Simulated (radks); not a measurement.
Results of a calculation; reference values are marked as such.
Numerical settings for the rhodium ion Rh+, [Kr] 4d8. Level of theory: non-relativistic Kohn-Sham, BLYP, spin-polarised, spherical densities, point nucleus; open shells are filled with parallel spins first (spin-orbit coupling, left out, can overturn this in heavy ions); relativity is left out, which matters for an element this heavy (a radial shooting solver on a logarithmic mesh with Libxc functionals). The defaults (mesh step 0.008 in ln r, mesh end at 40 bohr or more with all orbitals vanishing there, Anderson mixing 0.5 over 9 steps, residual threshold near 1e-9 with the energy settled to 1e-9 hartree or 1e-11 of itself, here a cap of 64 iterations) give E = -4687.9038 hartree and 4d at -13.030 eV in 15 iterations. Run on one thread of a shared host, so times are rough (Arm Neoverse V1): 0.17 s of CPU time, 0.17 s wall, 15 iterations on 2546 mesh points. Changes against that run (0 stands for a change within the tolerance of the run):

setting	iterations	converged	E (mhartree)	e(4d) (meV)	CPU (s)
mesh step in ln r 0.08	4	no	diverged	-	0.03
mesh step in ln r 0.12	2	no	diverged	-	0.01
mesh step in ln r 0.03	15	yes	+0.000768	0	0.06
mesh end (bohr) 1	64	level above zero	+1.35e+05	+3.62e+05	1.2
mesh end (bohr) 3	14	yes	+732	+9.49e+03	0.15
residual threshold 0.001	10	yes	0	+0.568	0.13
residual threshold 0.01	10	yes	0	+0.568	0.13
mixing 0.05	19	yes	0	0	0.21
linear mixing, mixing 0.8	64	no	+2.45e+03	+7.38e+03	1
linear mixing, mixing 1	64	no	+4.09e+04	+1.13e+04	1.8
mixing history 3	18	yes	0	0	0.19
iteration cap 2	2	no	+394	-1.52e+04	0.04

Settled on a wrong energy, with an occupied level pushed above zero by the early mesh end: mesh end (bohr) 1 (+135 hartree). Apart from these: settings that end as converged yet miss the energy by more than 1 mhartree: mesh end (bohr) 3 (+0.732 hartree). A mesh that ends early acts as a hard wall.
